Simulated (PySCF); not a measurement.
**Spin-rotation constants: `C=C[C@H]1C=NCC[Se]C1`, C7H11NSe**

Geometry (Å), atoms numbered from 1 in this order:
```xyz
20

C     3.1441   -0.6601   -0.0489
C     2.1770    0.0703    0.4729
C     0.7435    0.0017    0.0431
C    -0.1260   -0.4646    1.1896
N    -1.3061   -0.8857    1.1614
C    -2.0716   -0.9753   -0.0523
C    -2.5277    0.3887   -0.5630
Se   -1.2119    1.2967   -1.7194
C     0.2813    1.3829   -0.4382
H     2.9572   -1.3697   -0.8385
H     4.1631   -0.5822    0.2893
H     2.3865    0.7786    1.2647
H     0.6452   -0.7123   -0.7856
H     0.3334   -0.4270    2.1731
H    -1.5193   -1.5001   -0.8450
H    -2.9595   -1.5667    0.1955
H    -2.7566    1.0551    0.2706
H    -3.4152    0.2827   -1.1882
H     1.0853    1.8840   -0.9819
H    -0.0280    2.0138    0.3980
```

Computed, not measured: GIAO PBE/pcSseg-1 magnetisability, rotational g tensor and spin-rotation constants, non-relativistic, gas phase (PySCF). Geometry: GFN2-xTB.

The calculation is non-relativistic, which matters for the atoms heavier than Zn.

(1) Give the nuclear spin-rotation constants along the inertial axes (H = +C I·J) beside the isotropic shieldings.

Answers

(1) Rotational constants 1.6914, 0.8464, 0.6155 GHz. A star marks the isotopologue with that one atom substituted, in its own axes.
| atom | isotope | Caa (kHz) | Cbb (kHz) | Ccc (kHz) | mean (kHz) | σ (ppm) |
| --- | --- | --- | --- | --- | --- | --- |
| N5 | 14N | 0.448 | 0.175 | 0.071 | 0.231 | -118.7 |
| H10 | 1H | -0.151 | -0.098 | 0.048 | -0.067 | 26.2 |
| H11 | 1H | 0.098 | -0.074 | -0.060 | -0.012 | 26.3 |
| H12 | 1H | -0.139 | -0.096 | 0.051 | -0.061 | 25.4 |
| H13 | 1H | -0.170 | -0.091 | 0.031 | -0.077 | 27.9 |
| H14 | 1H | 0.043 | -0.065 | -0.016 | -0.012 | 23.6 |
| H15 | 1H | -0.151 | -0.068 | 0.015 | -0.068 | 27.4 |
| H16 | 1H | -0.098 | 0.018 | -0.055 | -0.045 | 26.5 |
| H17 | 1H | -0.158 | -0.094 | 0.020 | -0.077 | 28.7 |
| H18 | 1H | 0.025 | -0.090 | -0.057 | -0.041 | 29.3 |
| H19 | 1H | -0.170 | 0.025 | -0.076 | -0.073 | 29.7 |
| H20 | 1H | -0.192 | -0.076 | 0.017 | -0.084 | 28.8 |
| C1 | 13C* | 0.612 | 0.150 | 0.226 | 0.329 | 62.1 |
| C2 | 13C* | 0.659 | 0.164 | 0.277 | 0.367 | 35.2 |
| C3 | 13C* | 0.310 | 0.208 | 0.130 | 0.216 | 122.1 |
| C4 | 13C* | 0.709 | 0.340 | 0.205 | 0.418 | 8.6 |
| C6 | 13C* | 0.378 | 0.177 | 0.130 | 0.228 | 120.1 |
| C7 | 13C* | 0.295 | 0.151 | 0.094 | 0.180 | 150.8 |
| Se8 | 77Se* | 3.291 | 1.781 | 1.276 | 2.116 | 1262.2 |
| C9 | 13C* | 0.288 | 0.150 | 0.104 | 0.181 | 148.5 |

For the geometry as given, no vibrational averaging.
